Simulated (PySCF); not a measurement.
# Continuum solvent and chemical shifts

Bonds (- single, = double, # triple, : aromatic): C1=C2, C2-O3, O3-C4, C4=O5, C4-C6, C6-O7, O7-C8, C8-F9, C8-F10. C1 carries H11, H12; C2 carries H13; C6 carries H14, H15; C8 carries H16. H12 is cis to O3; H11 is trans to O3.

GIAO PBE0/pcSseg-1 in PySCF on one PBE0-D3(BJ)/def2-SVP conformer, non-relativistic, equivalent nuclei averaged. Solvents enter as an IEF-PCM continuum (dichloromethane with ε = 8.9, acetonitrile with ε = 35.7) around the gas-phase geometry. Shifts are referred to TMS, CFCl3 computed in the same medium.

In dichloromethane, δ in ppm: C4 173.6, C2 147.7, C8 121.1, C1 104.7, C6 63.1, F9/F10 -106.9, H13 7.79, H16 6.77, H12 5.34, H11 5.12, H14/H15 4.61. Dipole moment 4.05 D.

(1) How does each δ change in the more polar medium?

(2) Which nuclei move most (in ppm), and what does the model miss?

Results:

(1) 
| atoms | environment | Δδ, acetonitrile |
| --- | --- | --- |
| C4 | ester carbonyl carbon | +0.5 |
| C2 | alkene carbon bearing oxygen | +0.2 |
| C8 | sp3 CH bonded to 2 F and O | +0.2 |
| C1 | β carbon of an enol-ether or enamine type C=C | +0.2 |
| C6 | sp3 CH2 bonded to O, α to a carbonyl | +0.2 |
| F9/F10 | fluorine of a CF2 group | 0.0 |
| H13 | hydrogen on an alkene carbon bearing oxygen | 0.00 |
| H16 | hydrogen on an sp3 CH bonded to 2 F and O | +0.02 |
| H12 | hydrogen on a β carbon of an enol-ether or enamine type C=C | +0.02 |
| H11 | hydrogen on a β carbon of an enol-ether or enamine type C=C | +0.03 |
| H14/H15 | hydrogen on an sp3 CH2 bonded to O, α to a carbonyl | +0.04 |

Changes are relative to dichloromethane. The dipole moment becomes 4.13 D in acetonitrile.

(2) C4 (ester carbonyl carbon, +0.5 ppm) in acetonitrile. A continuum only polarises the solute; specific hydrogen bonds, the anisotropy of aromatic solvents and changes of geometry or conformer are outside it.
